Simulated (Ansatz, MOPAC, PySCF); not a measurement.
Complex: CH5N (SMILES CN) (first 7 atoms) with CH2O2 (SMILES O=CO); geometry from B3LYP-D3(BJ)/def2-TZVP, rigid monomers moved along the line of their centres of mass till N2···H12 is 1.52 Å.
(charge 0, multiplicity 1):
```xyz
12

C      0.1951     0.6462     0.1549
N     -0.5601    -0.4425     0.7931
H      0.9855     0.9585     0.8359
H     -0.4698     1.4936    -0.0117
H      0.6467     0.3639    -0.8006
H      0.0563    -1.2240     0.9904
H     -1.3030    -0.7782     0.1909
O      1.1829    -0.1375     3.2005
C      0.1664     0.2440     3.7320
O     -1.0182     0.3501     3.1572
H      0.1218     0.5538     4.7869
H     -0.9435     0.0445     2.1848
```

Interaction energies are E(AB) − E(A) − E(B) at the monomers' geometry in the complex; basis-set methods are counterpoise corrected. Rows marked so take none.

Cores are frozen in the correlated methods. Rows in 3-21G, 6-31G*, STO-3G carry no dispersion term and start afresh at each structure (6-31G* with six Cartesian d functions). The state that AM1, PM6 reach isn't checked.

Codes used: Ansatz (a quantum-chemistry and plane-wave program); MOPAC for AM1, PM6 (differences of heats of formation); PySCF for 3-21G rows, 6-31G* rows, STO-3G rows. Values without a source in brackets are computed.

```json
[
 {"level": "AM1", "interaction energy (kJ/mol)": "10.3"},
 {"level": "PM6", "interaction energy (kJ/mol)": "-25.0"},
 {"level": "HF/STO-3G (no counterpoise)", "interaction energy (kJ/mol)": "-47.3"},
 {"level": "PBE/def2-TZVPPD", "interaction energy (kJ/mol)": "-54.2"},
 {"level": "B3LYP/3-21G (no counterpoise)", "interaction energy (kJ/mol)": "-109.1"},
 {"level": "B3LYP/6-31G*", "interaction energy (kJ/mol)": "-51.5"},
 {"level": "B3LYP/6-31G* (no counterpoise)", "interaction energy (kJ/mol)": "-65.8"},
 {"level": "MP2/aug-cc-pVDZ", "interaction energy (kJ/mol)": "-49.6"},
 {"level": "CCSD(T)/aug-cc-pVDZ", "interaction energy (kJ/mol)": "___"}
]
```

### Question
Fill in the missing entries.

### Answer

- CCSD(T)/aug-cc-pVDZ, interaction energy (kJ/mol): -45.9
